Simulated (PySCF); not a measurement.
Nuclear repulsion and electron count by hand

System: AlCl$_{3}$, triplet, geometry from GFN2-xTB (such geometries of metal compounds can be far from the true shape) (a higher spin typed on purpose: for a closed-shell molecule this is an excited state). Level: HF/6-31G* run with PySCF. Sums are taken with unrounded values, so a last digit can differ.

Coordinates (Å):

```
atom         x         y         z
----  --------  --------  --------
Al1    0.42332   0.42832  -0.04189
Cl2   -1.24093  -1.00489   0.01917
Cl3   -0.32707   2.13243  -0.98592
Cl4    1.24429  -1.45508   0.99878
```

Question: Work out the nuclear repulsion energy and the numbers of alpha and beta electrons.

Answer: In atomic units each pair adds Z_i Z_j / r_ij, with r in bohr (1 bohr = 0.529177 Å).
| pair | r (Å) | r (bohr) | Z_i Z_j | term (Eh) |
|---|---|---|---|---|
| Al1-Cl2 | 2.1972 | 4.1520 | 221 | 53.2268 |
| Al1-Cl3 | 2.0876 | 3.9451 | 221 | 56.0194 |
| Al1-Cl4 | 2.3031 | 4.3522 | 221 | 50.7789 |
| Cl2-Cl3 | 3.4188 | 6.4606 | 289 | 44.7330 |
| Cl2-Cl4 | 2.7090 | 5.1192 | 289 | 56.4536 |
| Cl3-Cl4 | 4.3907 | 8.2973 | 289 | 34.8308 |
The sum is 296.0425 Eh; PySCF gives 296.0425 Eh. The atomic numbers add up to 64, so at charge +0 there are 64 electrons; multiplicity 3 means 2 unpaired, so 33 alpha and 31 beta.
